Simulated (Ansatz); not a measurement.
C2H8AlB, SMILES `B[CH2][AlH][CH3]`, 12 atoms. Charge 0, multiplicity 1. All runs use 2 threads of an AMD EPYC 9R45 on a shared host. Correlated methods freeze the cores.

Task: Give the basis size and wall time and peak host memory of each of these runs in Ansatz. RHF-CCSD(T)/def2-TZVPP energy; RKS r2SCANh-D4/def2-TZVPP energy; RKS PBE0-D4/def2-SVP energy; RKS ωB97M-V/def2-QZVPP energy; RKS PBE-D4/def2-TZVPP energy and forces; RKS ωB97M-V/def2-SVP energy; RKS PBE0-D4/def2-TZVP relaxation (13 steps); RKS LC-ωPBE/def2-TZVPP energy; RKS PBE0-D4/def2-TZVP frequencies; RHF-CCSD(T)/def2-SVP energy; RKS PBE0-D4/def2-QZVPP energy; RHF-MP2/def2-QZVPP energy. (An estimate is asked.)

Result: Computed: Other jobs shared the machine, so times are rough.

```json
{"level": "RKS PBE0-D4/def2-SVP", "job": "energy", "functions": "100", "wall time": "0.55 s", "peak host memory (GiB)": "0.21"}
{"level": "RKS PBE-D4/def2-TZVPP", "job": "energy and forces", "functions": "247", "wall time": "1.4 s", "peak host memory (GiB)": "0.3"}
{"level": "RKS LC-ωPBE/def2-TZVPP", "job": "energy", "functions": "247", "wall time": "1.4 s", "peak host memory (GiB)": "0.43"}
{"level": "RHF-CCSD(T)/def2-SVP", "job": "energy", "functions": "100", "wall time": "1.9 s", "peak host memory (GiB)": "0.42"}
{"level": "RKS ωB97M-V/def2-SVP", "job": "energy", "functions": "100", "wall time": "2 s", "peak host memory (GiB)": "0.3"}
{"level": "RKS r2SCANh-D4/def2-TZVPP", "job": "energy", "functions": "247", "wall time": "2.4 s", "peak host memory (GiB)": "0.54"}
{"level": "RKS PBE0-D4/def2-QZVPP", "job": "energy", "functions": "481", "wall time": "4.5 s", "peak host memory (GiB)": "1.4"}
{"level": "RKS ωB97M-V/def2-QZVPP", "job": "energy", "functions": "481", "wall time": "9.5 s", "peak host memory (GiB)": "1.8"}
{"level": "RHF-MP2/def2-QZVPP", "job": "energy", "functions": "481", "wall time": "11 s", "peak host memory (GiB)": "2.9"}
{"level": "RKS PBE0-D4/def2-TZVP", "job": "relaxation (13 steps)", "functions": "178", "wall time": "21 s", "peak host memory (GiB)": "0.43"}
{"level": "RKS PBE0-D4/def2-TZVP", "job": "frequencies", "functions": "178", "wall time": "74 s", "peak host memory (GiB)": "0.42"}
{"level": "RHF-CCSD(T)/def2-TZVPP", "job": "energy", "functions": "247", "wall time": "2.2 min", "peak host memory (GiB)": "2"}
```

LC-ωPBE has ω = 0.4 bohr⁻¹.
